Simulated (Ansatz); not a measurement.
The cluster MnO2⁻, relaxed as a triplet with UKS PBE0-D4/def2-TZVPD in Ansatz, starting from the PBE0-D4/def2-TZVPD geometry of the charge -1 singlet. Force threshold 0.02 eV/Å.

The relaxation made no stability test and no search for a lower SCF solution. At PBE0-D4/def2-TZVPD a quintet of charge -1 lies 0.69 eV below the triplet, each at its own geometry. The structure comes from a short search, and lower isomers may exist.

Start:

```xyz
3

Mn   -0.458    0.087   -0.102
O     0.521   -0.124   -1.334
O    -0.063    0.037    1.436
```

**Question.** Estimate the energy that the relaxation releases and the steps that it takes.

**Answer.** 7.1 kJ/mol, in 5 steps; 15 s on 4 threads of Arm Neoverse N1 on a shared host. No frequencies were taken in this run, so the end may be a saddle point.

**Question.** Does the start keep its bonding and symmetry?

**Answer.** By distances, no bond broke or formed. The bond that changes most is Mn1–O3, from 1.59 to 1.61 Å (atoms count from 1). Point group C2v at the start, C2v at the end, both within 0.05 Å.

**Question.** Predict the relaxed structure.

**Answer.** 
```xyz
3

Mn   -0.3430    0.0651   -0.0762
O     0.4847   -0.1192   -1.4465
O    -0.1417    0.0541    1.5227
```
Bond lengths: 2 × Mn–O 1.61 Å.
